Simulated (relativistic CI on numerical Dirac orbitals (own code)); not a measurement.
Method of calculation: Dirac-Coulomb-Breit CI, orbitals from a KLI potential per configuration, QED by a radiative potential, unscaled Slater integrals (own radial code, finite nucleus).

The strongest absorption lines from the ground level of an ion, among the configurations computed and to levels below about 10800 eV (vacuum wavelength in Å, gf): 1.3262 (0.35), 1.3490 (0.67), 1.3503 (1.2), 1.3512 (2), 1.3611 (0.42), 1.3734 (0.72), 1.5091 (2.2), 8.7798 (0.49).

(1) Which ion is it?
A. Au72+
B. Tm62+
C. Gd57+
D. Pr52+

Results:

(1) B. Tm62+ has 7 electrons and the ground level 2s²2p³ ²P°3/2; the strongest line goes to 2s²2p²3d ²D5/2. The pattern of lines fixes the number of electrons, and along that sequence the line energies rise steadily with the charge (about as its square where n changes within one kind of shell, about linearly where n is kept but much faster in heavy ions where fine structure, which grows about as Z⁴, sets the gap, and irregularly where shells cross), which fixes Z. Configurations outside the model, such as inner-shell arrays, can give stronger lines. At this charge energies of transitions that change n are usually good to better than 1 %, and those within a shell (Δn = 0) to a few per cent.

LS names give the leading component of a level, which can be under half, so a name can repeat, a term be missing and a line seem to break the LS rules.
